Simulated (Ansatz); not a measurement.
Total energies of SnEtF3 (C2H5F3Sn) from Ansatz at HSE06-D4/def2-TZVP, gas phase (1 Eh = 27.2114 eV = 2625.5 kJ/mol). The reference geometry is relaxed at r2SCAN-D4/def2-SVP.

```csv
atom,x (Å),y (Å),z (Å)
Sn1,-0.035,-1.528,-0.125
C2,0.611,0.500,-0.391
C3,-0.301,1.460,0.364
H4,0.610,0.670,-1.479
H5,1.654,0.529,-0.041
H6,0.035,2.499,0.207
H7,-1.344,1.393,0.019
H8,-0.290,1.270,1.448
F9,-1.898,-1.763,-0.564
F10,0.088,-2.135,1.701
F11,0.871,-2.894,-1.140
```

```csv
state,geometry,energy (Eh)
charge 0 singlet,reference,-592.93149
charge 1 doublet,reference,-592.50907
free Sn atom (triplet),–,-214.25750
free C atom (triplet),–,-37.80300
free H atom (doublet),–,-0.50075
free F atom (doublet),–,-99.67211
```

In the def2 sets Sn takes a core potential; there is no spin–orbit coupling. HSE06 is defined as in plane-wave codes, on full-range PBE exchange.

Problem. Work out the vertical ionisation energy to the doublet.

Solution. E(charge 1 doublet) − E(charge 0 singlet) = -592.50907 − (-592.93149) = 0.42242 Eh = 11.49 eV. For comparison, −ε of the highest occupied level is 9.10 eV at this level, 2.39 eV less.

Problem. What is the binding energy per atom against free atoms?

Solution. Atoms: 1 × (-214.25750) + 2 × (-37.80300) + 5 × (-0.50075) + 3 × (-99.67211) = -591.38358 Eh. Binding: -591.38358 − (-592.93149) = 1.54791 Eh = 42.12 eV, or 3.83 eV for each of 11 atoms (no zero-point energy, no counterpoise term).
